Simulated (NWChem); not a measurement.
Species: C₂HBrClF; SMILES F/C=C(\Cl)Br

```xyz
6

F     -1.2110    -2.4281     0.0000
C     -1.2039    -1.1087     0.0000
C     -0.0667    -0.4060     0.0000
Cl     1.4683    -1.1619     0.0000
Br    -0.1147     1.4683     0.0000
H     -2.1920    -0.6430     0.0000
```
Atoms are numbered in this order, from 1.

Program: NWChem. Pople sets run with spherical d functions. Geometry: optimised at PBE0/def2-SVP. GIAO values for the isolated, static molecule; σ is the absolute isotropic shielding, δ = σ(reference) − σ with the isolated reference molecule computed at the same levels (13C: tetramethylsilane, 19F: trichlorofluoromethane, 1H: tetramethylsilane). Spin-orbit effects, on the heavy nuclei and on their neighbours, are missing.

Predict the results for B3LYP/6-311G**. Quantities: δ F1 (ppm); δ C2 (ppm); δ C3 (ppm); σ Cl4 (ppm); σ Br5 (ppm); δ H6 (ppm).

The δ F1 (ppm) is -111.0. The δ C2 (ppm) is 154.7, the δ C3 (ppm) is 130.1 and the σ Cl4 (ppm) is 677.4. The σ Br5 (ppm) is 1924.1. The δ H6 (ppm) is 6.84.
